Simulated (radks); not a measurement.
Results of a calculation; reference values are marked as such.
Valence configurations of Ir+ (all share [Xe]). Level of theory: Dirac Kohn-Sham, LDA (Slater exchange, Perdew-Wang correlation), spin-unpolarised, spherical densities, point nucleus; open shells fill j = l - 1/2 first (a radial shooting solver on a logarithmic mesh with Libxc functionals). Energies are relative to 4f14 5d7 6s1; eigenvalues in eV.

valence,E (eV),e(4f5/2),e(4f7/2),e(5d3/2),e(5d5/2),e(6p1/2)
4f14 5d7 6s1,0.000,-72.143,-69.020,-16.204,-14.937,-
4f14 5d7 6p1,5.735,-73.422,-70.299,-17.357,-16.072,-8.877
4f13 5d8 6s1,58.797,-82.979,-79.748,-17.576,-16.167,-
4f14 5d8,-0.607,-69.270,-66.148,-14.198,-13.007,-
4f13 5d7 6s1 6p1,67.676,-87.581,-84.348,-21.056,-19.549,-9.663
4f11 5d10 6s1,205.87,-105.80,-102.35,-20.299,-18.606,-
4f14 5d7.5 6s0.5,-0.420,-70.673,-67.550,-15.181,-13.952,-
4f13.5 5d7 6s1.5,29.139,-79.095,-75.917,-17.995,-16.618,-
4f13.5 5d7 6s1 6p0.5,32.108,-79.743,-76.565,-18.581,-17.195,-8.934
4f14 5d6 6s1 6p1,7.664,-76.549,-73.424,-19.494,-18.130,-9.527

NIST lists [Xe] 4f14 5d7 6s1 as the ground configuration; this level of theory puts 4f14 5d8 lower, by 0.607 eV. The energies are those of spherical spin-averaged densities, not of single terms.
